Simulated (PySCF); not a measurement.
**Basis-set dependence of population analyses: `CO[SiH2]Cl`**

Compound: CH5ClOSi.
Structure used (PBE0-D3(BJ)/def2-SVP), in Å, numbered top down from 1:
```
atom  x, y, z in Å
C1    -0.0235    2.5151   -1.1223
O2     1.2893    2.8891   -1.4401
Si3    2.6492    2.1599   -0.8541
Cl4    4.2456    3.0824   -1.7543
H5    -0.2516    1.4864   -1.4560
H6    -0.2231    2.5780   -0.0368
H7    -0.7156    3.1997   -1.6341
H8     2.6766    0.7127   -1.2090
H9     2.7680    2.3436    0.6197
```

PBE0 throughout (PySCF), one geometry, spherical d and f functions. Isolated species at its PBE0-D3(BJ)/def2-SVP geometry (one conformer only). Atoms taken as equivalent share a column and are averaged.

Mulliken charges (e):

```json
{"basis": "pcSseg-0", "functions": "54", "C1": "-0.298", "O2": "-0.849", "Si3": "+1.012", "Cl4": "-0.389", "H5/H6/H7": "+0.227", "H8/H9": "-0.079"}
{"basis": "6-31G*", "functions": "74", "C1": "-0.263", "O2": "-0.557", "Si3": "+0.709", "Cl4": "-0.266", "H5/H6/H7": "+0.178", "H8/H9": "-0.078"}
{"basis": "cc-pVDZ", "functions": "89", "C1": "+0.075", "O2": "-0.411", "Si3": "+0.529", "Cl4": "-0.214", "H5/H6/H7": "+0.049", "H8/H9": "-0.063"}
{"basis": "def2-SVP", "functions": "89", "C1": "+0.126", "O2": "-0.497", "Si3": "+0.668", "Cl4": "-0.256", "H5/H6/H7": "+0.047", "H8/H9": "-0.091"}
{"basis": "aug-cc-pVDZ", "functions": "145", "C1": "+0.885", "O2": "-0.847", "Si3": "+0.507", "Cl4": "-0.397", "H5/H6/H7": "-0.204", "H8/H9": "+0.232"}
{"basis": "6-311+G(2d,p)", "functions": "154", "C1": "-0.267", "O2": "-0.604", "Si3": "+0.786", "Cl4": "-0.244", "H5/H6/H7": "+0.150", "H8/H9": "-0.060"}
{"basis": "def2-TZVP", "functions": "166", "C1": "-0.217", "O2": "-0.326", "Si3": "+0.458", "Cl4": "-0.235", "H5/H6/H7": "+0.127", "H8/H9": "-0.030"}
{"basis": "cc-pVTZ", "functions": "198", "C1": "-0.096", "O2": "-0.293", "Si3": "+0.432", "Cl4": "-0.212", "H5/H6/H7": "+0.085", "H8/H9": "-0.043"}
{"basis": "IGLO-III", "functions": "208", "C1": "-0.278", "O2": "-0.431", "Si3": "+1.054", "Cl4": "-0.369", "H5/H6/H7": "+0.129", "H8/H9": "-0.182"}
```

IAO charges (e):

```tsv
basis	functions	C1	O2	Si3	Cl4	H5/H6/H7	H8/H9
pcSseg-0	54	-0.216	-0.588	+0.862	-0.275	+0.142	-0.104
6-31G*	74	-0.195	-0.628	+1.005	-0.305	+0.138	-0.145
cc-pVDZ	89	-0.193	-0.623	+0.998	-0.304	+0.136	-0.144
def2-SVP	89	-0.185	-0.622	+1.010	-0.299	+0.133	-0.152
aug-cc-pVDZ	145	-0.201	-0.636	+1.006	-0.308	+0.141	-0.142
6-311+G(2d,p)	154	-0.204	-0.646	+1.035	-0.310	+0.142	-0.151
def2-TZVP	166	-0.201	-0.648	+1.051	-0.313	+0.141	-0.155
cc-pVTZ	198	-0.203	-0.642	+1.037	-0.312	+0.141	-0.151
IGLO-III	208	-0.204	-0.648	+1.042	-0.308	+0.142	-0.153
```

Some averages cover members that differ in this geometry, most widely: H5/H6/H7, Mulliken in aug-cc-pVDZ -0.283 to -0.162; H5/H6/H7, IAO in pcSseg-0 +0.129 to +0.166; H5/H6/H7, Mulliken in cc-pVTZ +0.073 to +0.106; H5/H6/H7, IAO in aug-cc-pVDZ +0.130 to +0.161 e.

**Question.** Which scheme is steadiest as the basis changes?

**Answer.** Largest range over the bases for any column: IAO 0.19 e, Mulliken 1.18 e. IAO charges move least and Mulliken charges most, counted in e.

**Question.** How much do the charges still move between the two largest bases, cc-pVTZ and IGLO-III?

**Answer.** At most, over all atoms: Mulliken 0.622 e, IAO 0.006 e.

**Question.** What do the same runs give for the total energy, the frontier levels and the dipole moment?

**Answer.** 
```json
{"basis": "pcSseg-0", "energy (Eh)": "-864.5273", "HOMO (eV)": "-8.37", "LUMO (eV)": "0.22", "μ (D)": "3.78"}
{"basis": "6-31G*", "energy (Eh)": "-865.6516", "HOMO (eV)": "-8.32", "LUMO (eV)": "0.45", "μ (D)": "2.86"}
{"basis": "cc-pVDZ", "energy (Eh)": "-865.6958", "HOMO (eV)": "-8.25", "LUMO (eV)": "0.58", "μ (D)": "2.50"}
{"basis": "def2-SVP", "energy (Eh)": "-865.3708", "HOMO (eV)": "-8.31", "LUMO (eV)": "0.66", "μ (D)": "2.50"}
{"basis": "aug-cc-pVDZ", "energy (Eh)": "-865.7108", "HOMO (eV)": "-8.40", "LUMO (eV)": "-0.29", "μ (D)": "2.42"}
{"basis": "6-311+G(2d,p)", "energy (Eh)": "-865.7569", "HOMO (eV)": "-8.45", "LUMO (eV)": "-0.18", "μ (D)": "2.44"}
{"basis": "def2-TZVP", "energy (Eh)": "-865.7737", "HOMO (eV)": "-8.42", "LUMO (eV)": "0.23", "μ (D)": "2.33"}
{"basis": "cc-pVTZ", "energy (Eh)": "-865.7759", "HOMO (eV)": "-8.40", "LUMO (eV)": "0.30", "μ (D)": "2.36"}
{"basis": "IGLO-III", "energy (Eh)": "-865.7679", "HOMO (eV)": "-8.40", "LUMO (eV)": "0.19", "μ (D)": "2.22"}
```

The dipole is fixed by the density alone, so its range of 1.56 D shows that the density itself changes with the basis, not only its division among atoms.
